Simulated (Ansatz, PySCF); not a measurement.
Bond stretch in SMILES [SiH3]Br. The Si1–Br5 bond (Si1 also carries H, H, H; Br5 carries nothing else) is stretched with both fragments frozen at the PBE0/def2-TZVP optimised geometry.

Computed with: UHF/cc-pVDZ (PySCF); RHF/cc-pVDZ (PySCF); UKS-r2SCAN = PySCF 2.14.0 with unrestricted r2SCAN/cc-pVDZ; RKS-r2SCAN = restricted r2SCAN/cc-pVDZ (PySCF); UKS-BLYP = unrestricted BLYP/cc-pVDZ (PySCF 2.14.0); RKS-BLYP = PySCF 2.14.0 with restricted BLYP/cc-pVDZ; UKS-PBE0 = unrestricted PBE0/cc-pVDZ in PySCF; RKS-PBE0 = restricted PBE0/cc-pVDZ (PySCF 2.14.0); UKS-PBE = unrestricted PBE/cc-pVDZ (Ansatz, a first-principles code); RKS-PBE = restricted PBE/cc-pVDZ in Ansatz; UKS-B3LYP/6-31G* = unrestricted B3LYP/6-31G*, spherical d (PySCF); RKS-B3LYP/6-31G* = restricted B3LYP/6-31G*, spherical d run with PySCF 2.14.0; UKS-M06-2X/6-31G* = unrestricted M06-2X/6-31G*, spherical d (PySCF); RKS-M06-2X/6-31G* = PySCF with restricted M06-2X/6-31G*, spherical d; UKS-LDA (SVWN5)/6-31G* = PySCF 2.14.0 with unrestricted LDA (SVWN5)/6-31G*, spherical d; RKS-LDA (SVWN5)/6-31G* = restricted LDA (SVWN5)/6-31G*, spherical d run with PySCF.

Scanned distances (Å): 1.76, 1.89, 1.99, 2.08, 2.15, 2.22, 2.30, 2.33, 2.42, 2.59, 2.76, 2.97, 3.32, 3.69, 4.04, 4.44, 4.85, 5.48, 5.94, 6.63, 7.68.

Where does the unrestricted solution first break spin symmetry (<S²> of 0.01 or more)?

UHF: between 2.97 and 3.32 Å; UKS-r2SCAN: between 3.32 and 3.69 Å; UKS-BLYP: between 3.69 and 4.04 Å; UKS-PBE0: between 3.32 and 3.69 Å; UKS-PBE: between 3.32 and 3.69 Å; UKS-B3LYP/6-31G*: between 3.32 and 3.69 Å; UKS-M06-2X/6-31G*: between 3.32 and 3.69 Å; UKS-LDA (SVWN5)/6-31G*: between 3.69 and 4.04 Å.

| R / Å | <S²> UHF | E(RHF) − E(UHF) / mEh | <S²> UKS-r2SCAN | E(RKS-r2SCAN) − E(UKS-r2SCAN) / mEh | <S²> UKS-BLYP | E(RKS-BLYP) − E(UKS-BLYP) / mEh | <S²> UKS-PBE0 | E(RKS-PBE0) − E(UKS-PBE0) / mEh | <S²> UKS-PBE | E(RKS-PBE) − E(UKS-PBE) / mEh | <S²> UKS-B3LYP/6-31G* | E(RKS-B3LYP/6-31G*) − E(UKS-B3LYP/6-31G*) / mEh | <S²> UKS-M06-2X/6-31G* | E(RKS-M06-2X/6-31G*) − E(UKS-M06-2X/6-31G*) / mEh | <S²> UKS-LDA (SVWN5)/6-31G* | E(RKS-LDA (SVWN5)/6-31G*) − E(UKS-LDA (SVWN5)/6-31G*) / mEh |
|---|---|---|---|---|---|---|---|---|---|---|---|---|---|---|---|---|
| 1.76 | 0.00 | 0.0 | 0.00 | 0.0 | 0.00 | 0.0 | 0.00 | 0.0 | 0.00 | 0.0 | 0.00 | 0.0 | 0.00 | 0.0 | 0.00 | 0.0 |
| 1.89 | 0.00 | 0.0 | 0.00 | 0.0 | 0.00 | 0.0 | 0.00 | 0.0 | 0.00 | 0.0 | 0.00 | 0.0 | 0.00 | 0.0 | 0.00 | 0.0 |
| 1.99 | 0.00 | 0.0 | 0.00 | 0.0 | 0.00 | 0.0 | 0.00 | 0.0 | 0.00 | 0.0 | 0.00 | 0.0 | 0.00 | 0.0 | 0.00 | 0.0 |
| 2.08 | 0.00 | 0.0 | 0.00 | 0.0 | 0.00 | 0.0 | 0.00 | 0.0 | 0.00 | 0.0 | 0.00 | 0.0 | 0.00 | 0.0 | 0.00 | 0.0 |
| 2.15 | 0.00 | 0.0 | 0.00 | 0.0 | 0.00 | 0.0 | 0.00 | 0.0 | 0.00 | 0.0 | 0.00 | 0.0 | 0.00 | 0.0 | 0.00 | 0.0 |
| 2.22 | 0.00 | 0.0 | 0.00 | 0.0 | 0.00 | 0.0 | 0.00 | 0.0 | 0.00 | 0.0 | 0.00 | 0.0 | 0.00 | 0.0 | 0.00 | 0.0 |
| 2.30 | 0.00 | 0.0 | 0.00 | 0.0 | 0.00 | 0.0 | 0.00 | 0.0 | 0.00 | 0.0 | 0.00 | 0.0 | 0.00 | 0.0 | 0.00 | 0.0 |
| 2.33 | 0.00 | 0.0 | 0.00 | 0.0 | 0.00 | 0.0 | 0.00 | 0.0 | 0.00 | 0.0 | 0.00 | 0.0 | 0.00 | 0.0 | 0.00 | 0.0 |
| 2.42 | 0.00 | 0.0 | 0.00 | 0.0 | 0.00 | 0.0 | 0.00 | 0.0 | 0.00 | 0.0 | 0.00 | 0.0 | 0.00 | 0.0 | 0.00 | 0.0 |
| 2.59 | 0.00 | 0.0 | 0.00 | 0.0 | 0.00 | 0.0 | 0.00 | 0.0 | 0.00 | 0.0 | 0.00 | 0.0 | 0.00 | 0.0 | 0.00 | 0.0 |
| 2.76 | 0.00 | 0.0 | 0.00 | 0.0 | 0.00 | 0.0 | 0.00 | 0.0 | 0.00 | 0.0 | 0.00 | 0.0 | 0.00 | 0.0 | 0.00 | 0.0 |
| 2.97 | 0.00 | 0.0 | 0.00 | 0.0 | 0.00 | 0.0 | 0.00 | 0.0 | 0.00 | 0.0 | 0.00 | 0.0 | 0.00 | 0.0 | 0.00 | 0.0 |
| 3.32 | 0.60 | 10.4 | 0.00 | 0.0 | 0.00 | 0.0 | 0.00 | 0.0 | 0.00 | 0.0 | 0.00 | 0.0 | 0.00 | 0.0 | 0.00 | 0.0 |
| 3.69 | 0.86 | 32.9 | 0.38 | 2.8 | 0.00 | 0.0 | 0.43 | 4.2 | 0.07 | 0.1 | 0.31 | 1.8 | 0.62 | 8.6 | 0.00 | 0.0 |
| 4.04 | 0.96 | 54.8 | 0.60 | 9.2 | 0.38 | 2.0 | 0.66 | 12.3 | 0.45 | 3.2 | 0.57 | 7.7 | 0.80 | 21.1 | 0.21 | 0.4 |
| 4.44 | 0.99 | 76.8 | 0.73 | — | 0.61 | — | 0.79 | 21.4 | 0.64 | 8.2 | 0.71 | 14.8 | 0.90 | 33.0 | 0.51 | — |
| 4.85 | 1.00 | 94.8 | 0.80 | — | 0.71 | — | 0.87 | 29.1 | 0.73 | 12.6 | 0.79 | 20.8 | 0.96 | 42.9 | 0.64 | — |
| 5.48 | 1.01 | 114.2 | 0.86 | — | 0.78 | — | 0.94 | 37.2 | 0.80 | 16.9 | 0.86 | 27.2 | 1.00 | 54.3 | 0.73 | — |
| 5.94 | 1.01 | 123.7 | 0.88 | — | 0.81 | — | 0.96 | 41.0 | 0.82 | 18.7 | 0.88 | 30.3 | 1.00 | 60.2 | 0.76 | — |
| 6.63 | 1.01 | 133.5 | 0.89 | — | 0.83 | — | 0.99 | 44.7 | 0.84 | 20.3 | 0.90 | 33.2 | 1.01 | 66.3 | 0.78 | — |
| 7.68 | 1.01 | 142.6 | 0.90 | — | 0.84 | — | 1.00 | 47.9 | 0.85 | 21.1 | 0.92 | 35.9 | 1.01 | 72.0 | 0.80 | — |

Dashes: no converged value, or the column stops at the first point that the program doubted or that broke a chosen test of continuity, which isn't proof of a fault.
